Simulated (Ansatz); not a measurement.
C$_{3}$H$_{4}$FI (`C/C(I)=C\F`). The species carries charge 0 and has multiplicity 1. I: def2 effective core potential.

```xyz
9

C    -0.1654    0.8062   -0.8183
C    -0.0197   -0.4574   -0.0517
I    -0.2819   -2.2444   -1.0967
C     0.2620   -0.5573    1.2369
F     0.4475    0.5355    1.9898
H     0.5571    0.8496   -1.6368
H    -0.0052    1.6634   -0.1624
H    -1.1629    0.8812   -1.2579
H     0.3686   -1.4768    1.7971
```

(1) What are the harmonic wavenumbers in cm⁻¹ at PBE0-D4/def2-TZVP (Ansatz, finite differences of forces, unscaled)? (Estimate.)

(2) Is this a minimum?

(3) Give the ideal-gas thermochemistry at 298.15 K and 1 bar (rigid rotor, harmonic oscillator; point group Cs, symmetry number 1).

(4) And at 400, 500, 600, 800 and 1000 K?

(5) Rotational constants (cm⁻¹)?

Results:

(1) Computed: 171, 210, 239, 266, 343, 430, 726, 869, 981, 1059, 1099, 1165, 1351, 1408, 1466, 1473, 1742, 3053, 3119, 3145, 3238.

(2) Yes, all 21 modes are real.

(3) Zero-point energy 164.8 kJ/mol; H(298) − E = 182.8 kJ/mol; entropy 335.8 J/(mol·K), of which translation 174.0, rotation 116.9, vibration 44.9; G(298) − E = 82.7 kJ/mol.

(4) 
```tsv
T (K)	H − E (kJ/mol)	S (J/mol/K)	G − E (kJ/mol)
400	192.6	364.1	47.0
500	203.8	388.9	9.3
600	216.3	411.6	-30.7
800	244.2	451.7	-117.1
1000	275.2	486.2	-211.0
```

(5) 0.2427, 0.04081, 0.03516.
